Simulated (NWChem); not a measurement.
System: GaSiH$_{5}$; SMILES [SiH3][GaH2]

Excerpt of the output:

```
             Northwest Computational Chemistry Package (NWChem) 7.3.0
             --------------------------------------------------------

                             Geometry "geometry" -> ""
                             -------------------------

 Output coordinates in angstroms (scale by  1.889725989 to convert to a.u.)

  No.       Tag          Charge          X              Y              Z
 ---- ---------------- ---------- -------------- -------------- --------------
    1 Ga                  31.0000     0.00840700     0.86212900    -0.00402600
    2 H                    1.0000    -1.35463600     1.65114900     0.01586400
    3 H                    1.0000     1.34780100     1.68930800     0.02037600
    4 Si                  14.0000     0.01428100    -1.55432700    -0.02696000
    5 H                    1.0000    -0.27536400    -2.05294700     1.35817000
    6 H                    1.0000     1.32796500    -2.13233900    -0.45117400
    7 H                    1.0000    -1.04964100    -2.10033700    -0.92872300

 Effective nuclear repulsion energy (a.u.)     151.5993061689

                              NWChem Property Module
                              ----------------------

  itol2e modified to match energy
  convergence criterion.

                                 NWChem DFT Module
                                 -----------------

 Summary of "ao basis" -> "ao basis" (spherical)
 ------------------------------------------------------------------------------
       Tag                 Description            Shells   Functions and Types
 ---------------- ------------------------------  ------  ---------------------
 Ga                         pcsseg-1                15       41   5s7p3d
 H                          pcsseg-1                 3        5   2s1p
 Si                         pcsseg-1                10       24   4s5p1d

  itol2e modified to match energy
  convergence criterion.

[...]

          -----------------------------------------
          Chemical Shielding Tensors (GIAO, in ppm)
          -----------------------------------------

                                NWChem CPHF Module
                                ------------------

  scftype          =     RHF
  nclosed          =       25
  nopen            =        0
  variables        =     1625
  # of vectors     =        3
  tolerance        = 0.10D-03
  level shift      = 0.00D+00
  max iterations   =       50
  max subspace     =       30

 SCF residual:    4.1497849198596268E-005

Iterative solution of linear equations
  No. of variables     1625
  No. of equations        3
  Maximum subspace       30
        Iterations       50
       Convergence  1.0D-04

   iter   nsub   residual    time
   ----  ------  --------  ---------
     1      3    7.20D-01      45.3
     2      6    5.23D-02      48.3
     3      9    2.38D-03      51.4
     4     12    7.99D-05      54.6

      Atom:    1  Ga
        Diamagnetic
   2634.3869     -0.0345     -0.0043
     -0.0345   2641.3201     -0.0239
     -0.0043     -0.0239   2638.4891

        Paramagnetic
  -2062.1941     -0.5080     -1.4599
     -0.5080  -1728.7335    -18.5872
     -1.4599    -18.5872  -1103.3925

        Total Shielding Tensor
    572.1928     -0.5425     -1.4642
     -0.5425    912.5866    -18.6111
     -1.4642    -18.6111   1535.0966

           isotropic =    1006.6254
          anisotropy =     793.5441

          Principal Components and Axis System
                 1           2           3
             1535.6547    912.0317    572.1896

      1        -0.0015     -0.0017      1.0000
      2        -0.0299      0.9996      0.0017
      3         0.9996      0.0299      0.0016

      Atom:    2  H
        Diamagnetic
     34.6236     -9.2175     -0.2175
     -9.2175     26.9964      0.1317
     -0.2175      0.1317     20.9457

        Paramagnetic
     -7.5833      3.1161      0.1161
      3.1161     -2.9736     -0.0621
      0.1161     -0.0621      0.7675

        Total Shielding Tensor
     27.0403     -6.1014     -0.1014
     -6.1014     24.0228      0.0697
     -0.1014      0.0697     21.7132

           isotropic =      24.2588
          anisotropy =      11.3392

          Principal Components and Axis System
                 1           2           3
               31.8183     21.7117     19.2463

      1         0.7874      0.0077      0.6164
      2        -0.6164     -0.0099      0.7874
      3        -0.0121      0.9999      0.0031

      Atom:    3  H
        Diamagnetic
     34.1263      9.4287      0.2605
      9.4287     27.4624      0.1684
      0.2605      0.1684     20.9380

        Paramagnetic
     -7.3705     -3.2633     -0.1448
     -3.2633     -3.1611     -0.0747
     -0.1448     -0.0747      0.6909

        Total Shielding Tensor
     26.7558      6.1655      0.1157
      6.1655     24.3013      0.0937
      0.1157      0.0937     21.6289

           isotropic =      24.2287
          anisotropy =      11.3827

          Principal Components and Axis System
                 1           2           3
               31.8172     21.6267     19.2422

      1         0.7730     -0.0110     -0.6343
      2         0.6343     -0.0096      0.7731
      3         0.0146      0.9999      0.0004

      Atom:    4  Si
        Diamagnetic
    878.4877      0.0041     -0.0086
      0.0041    885.4687      0.0093
     -0.0086      0.0093    878.8910

        Paramagnetic
   -405.7383     -3.9685      0.4785
     -3.9685   -410.9675      4.8069
      0.4785      4.8069   -418.1699

[...]
```

Level: PBE0/pcSseg-1, GIAO. Geometry: optimised at PBE0/def2-SVP. The printed shielding anisotropy is the first printed principal value minus the mean of the other two.

Q: Reconstruct the input file.

A: Several could match; the one computed here: the input that was run:
```
start job
memory heap 200 mb stack 900 mb global 1100 mb
geometry units angstroms noautosym nocenter noautoz
  Ga     0.008407     0.862129    -0.004026
  H     -1.354636     1.651149     0.015864
  H      1.347801     1.689308     0.020376
  Si     0.014281    -1.554327    -0.026960
  H     -0.275364    -2.052947     1.358170
  H      1.327965    -2.132339    -0.451174
  H     -1.049641    -2.100337    -0.928723
end
basis spherical
  Ga library pcsseg-1
  H library pcsseg-1
  Si library pcsseg-1
end
dft
  xc pbe0
  iterations 150
end
property
  shielding
end
task dft property
```
